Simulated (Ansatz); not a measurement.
Se(CN)2 (C2SeN2). The state is a triplet with charge 0. Geometry PBE0-D4/def2-SVP, that of the neutral singlet.

```xyz
5

Se   -0.808   -0.090    0.963
C    -0.858    0.893   -0.590
N    -0.972    1.547   -1.541
C     0.813   -0.898    0.644
N     1.825   -1.452    0.525
```

At PBE0-D4/def2-TZVP a singlet of charge 0 lies 4.19 eV below the triplet at the same geometry.

(1) Estimate the α-spin orbital energies around the gap (eV) in Ansatz with PBE-D4/def2-TZVP, r2SCAN-D4/def2-TZVP, PBE0-D4/def2-TZVP.

Results:

(1) 
```json
{"orbital": "HOMO−5", "PBE-D4/def2-TZVP": "-9.85", "r2SCAN-D4/def2-TZVP": "-10.37", "PBE0-D4/def2-TZVP": "-11.71"}
{"orbital": "HOMO−4", "PBE-D4/def2-TZVP": "-9.82", "r2SCAN-D4/def2-TZVP": "-10.22", "PBE0-D4/def2-TZVP": "-11.28"}
{"orbital": "HOMO−3", "PBE-D4/def2-TZVP": "-9.39", "r2SCAN-D4/def2-TZVP": "-9.78", "PBE0-D4/def2-TZVP": "-10.95"}
{"orbital": "HOMO−2", "PBE-D4/def2-TZVP": "-9.32", "r2SCAN-D4/def2-TZVP": "-9.71", "PBE0-D4/def2-TZVP": "-10.82"}
{"orbital": "HOMO−1", "PBE-D4/def2-TZVP": "-8.29", "r2SCAN-D4/def2-TZVP": "-8.72", "PBE0-D4/def2-TZVP": "-9.65"}
{"orbital": "HOMO", "PBE-D4/def2-TZVP": "-3.46", "r2SCAN-D4/def2-TZVP": "-3.71", "PBE0-D4/def2-TZVP": "-4.48"}
{"orbital": "LUMO", "PBE-D4/def2-TZVP": "-2.78", "r2SCAN-D4/def2-TZVP": "-2.63", "PBE0-D4/def2-TZVP": "-1.81"}
{"orbital": "LUMO+1", "PBE-D4/def2-TZVP": "-1.91", "r2SCAN-D4/def2-TZVP": "-1.74", "PBE0-D4/def2-TZVP": "-0.89"}
{"orbital": "LUMO+2", "PBE-D4/def2-TZVP": "-1.73", "r2SCAN-D4/def2-TZVP": "-1.57", "PBE0-D4/def2-TZVP": "-0.85"}
{"orbital": "LUMO+3", "PBE-D4/def2-TZVP": "-1.19", "r2SCAN-D4/def2-TZVP": "-0.99", "PBE0-D4/def2-TZVP": "-0.13"}
{"orbital": "LUMO+4", "PBE-D4/def2-TZVP": "0.46", "r2SCAN-D4/def2-TZVP": "0.75", "PBE0-D4/def2-TZVP": "1.68"}
{"orbital": "LUMO+5", "PBE-D4/def2-TZVP": "1.37", "r2SCAN-D4/def2-TZVP": "1.89", "PBE0-D4/def2-TZVP": "2.13"}
{"orbital": "β HOMO", "PBE-D4/def2-TZVP": "-9.03", "r2SCAN-D4/def2-TZVP": "-9.31", "PBE0-D4/def2-TZVP": "-10.41"}
{"orbital": "β LUMO", "PBE-D4/def2-TZVP": "-7.25", "r2SCAN-D4/def2-TZVP": "-7.17", "PBE0-D4/def2-TZVP": "-6.49"}
```
